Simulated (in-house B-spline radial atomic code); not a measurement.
Successive ionisation energies of praseodymium; each step leads to the configuration of the next row (after the last: bare). Dirac energy differences include first-order Breit, QED and recoil terms. NIST's values go from ground level to ground level; the uncertainty of those that are theory runs from under 0.1 % in few-electron ions to several per cent in heavy many-electron ones. Computed with a radial B-spline atomic code at the basis-set limit: Dirac-Hartree-Fock, jj configuration that fills j = l - 1/2 first, finite nuclei.

A number in brackets counts the electrons of a j subshell.

| ion | configuration | ionisation energy (eV) | tabulated value (eV) | tabulated kind | computed minus tabulated (eV) | highest orbital | largest mean radius (bohr) |
| --- | --- | --- | --- | --- | --- | --- | --- |
| Pr40+ | [Ar] 3d3/2(1) | 2940.4 | 2941 | tabulated theory | -1 | 3d3/2 | 0.25196 |
| Pr41+ | [Ne] 3s2 3p6 | 3227.7 | 3227 | tabulated theory | 1 | 3p3/2 | 0.25039 |
| Pr42+ | [Ne] 3s2 3p1/2(2) 3p3/2(3) | ? | ? | tabulated theory | ? | ? | ? |
| Pr43+ | [Ne] 3s2 3p1/2(2) 3p3/2(2) | ? | ? | tabulated theory | ? | ? | ? |
| Pr44+ | [Ne] 3s2 3p1/2(2) 3p3/2(1) | 3512.4 | 3512 | tabulated theory | 0 | 3p3/2 | 0.24682 |
| Pr45+ | [Ne] 3s2 3p1/2(2) | 3727.8 | 3729 | tabulated theory | -1 | 3p1/2 | 0.24565 |
| Pr46+ | [Ne] 3s2 3p1/2(1) | 3832.7 | 3832 | tabulated theory | 1 | 3p1/2 | 0.24445 |
| Pr47+ | [Ne] 3s2 | 4029.7 | 4030 | tabulated theory | 0 | 3s1/2 | 0.24326 |
| Pr48+ | [Ne] 3s1 | 4130.2 | 4130 | tabulated theory | 0 | 3s1/2 | 0.24195 |
| Pr49+ | [He] 2s2 2p6 | 9377.5 | 9378 | tabulated theory | -1 | 2p3/2 | 0.1005 |
| Pr50+ | [He] 2s2 2p1/2(2) 2p3/2(3) | 9640.3 | 9632 | tabulated theory | 8 | 2p3/2 | 0.099966 |
| Pr51+ | [He] 2s2 2p1/2(2) 2p3/2(2) | 9906.3 | 9913 | tabulated theory | -7 | 2p3/2 | 0.09944 |
| Pr52+ | [He] 2s2 2p1/2(2) 2p3/2(1) | 10175.3 | 10175 | tabulated theory | 0 | 2p3/2 | 0.098919 |
| Pr53+ | [He] 2s2 2p1/2(2) | 10957.0 | 10959 | tabulated theory | -2 | 2p1/2 | 0.098401 |
| Pr54+ | [He] 2s2 2p1/2(1) | 11262.1 | 11262 | tabulated theory | 0 | 2p1/2 | 0.097846 |
| Pr55+ | [He] 2s2 | 11640.9 | 11641 | tabulated theory | 0 | 2s1/2 | 0.097295 |
| Pr56+ | [He] 2s1 | 11895.6 | 11895.89 | tabulated theory | 0 | 2s1/2 | 0.096794 |
| Pr57+ | 1s2 | ? | ? | tabulated theory | ? | ? | ? |
| Pr58+ | 1s1 | 49722.3 | 49722.44 | tabulated theory | 0 | 1s1/2 | 0.023775 |

(1) Fill in the row of Pr42+.

(2) Fill in the row of Pr43+.

(3) Fill in the row of Pr57+.

(4) Where is the largest jump?

## Answers

(1) ionisation energy (eV): 3321.7; tabulated value (eV): 3319; computed minus tabulated (eV): 3; highest orbital: 3p3/2; largest mean radius (bohr): 0.24919.

(2) ionisation energy (eV): 3416.6; tabulated value (eV): 3419; computed minus tabulated (eV): -2; highest orbital: 3p3/2; largest mean radius (bohr): 0.248.

(3) ionisation energy (eV): 48568.5; tabulated value (eV): 48571.71; computed minus tabulated (eV): -3; highest orbital: 1s1/2; largest mean radius (bohr): 0.023942.

(4) From Pr56+ to Pr57+, by a factor of 4.08 (11896 to 48568 eV); the highest orbital goes from 2s1/2 to 1s1/2.
